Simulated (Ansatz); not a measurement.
CH4FNOSi (`N[Si]1(F)CO1`) at its PBE0-D4/def2-TZVP geometry, where that method's forces vanish. Charge 0, multiplicity 1.

```xyz
9

N     0.1744    1.6541   -0.1642
Si    0.3182   -0.0039   -0.3602
F     1.6545   -0.2284   -1.1824
C    -0.3710   -1.3474    0.5969
O    -1.0015   -0.8837   -0.7138
H    -0.6544    2.0934    0.1949
H     0.9342    2.2898   -0.3302
H    -0.0044   -2.3693    0.5241
H    -1.0500   -1.2046    1.4349
```

Q: What forces (eV/Å) does B3LYP-D4/def2-TZVPP give on these atoms in the Gaussian-basis code of Ansatz? (Best estimate.)

A: The calculation gave: 
```
N1  -0.010  0.083  0.022
Si2 -0.048  0.038  0.032
F3   0.189 -0.040 -0.111
C4   0.093 -0.230  0.400
O5  -0.229  0.056 -0.326
H6   0.002  0.030  0.002
H7  -0.009  0.031  0.006
H8  -0.036  0.063  0.025
H9   0.047 -0.030 -0.050
```

B3LYP here is the variant with VWN-RPA as its local correlation; programs differ in this.
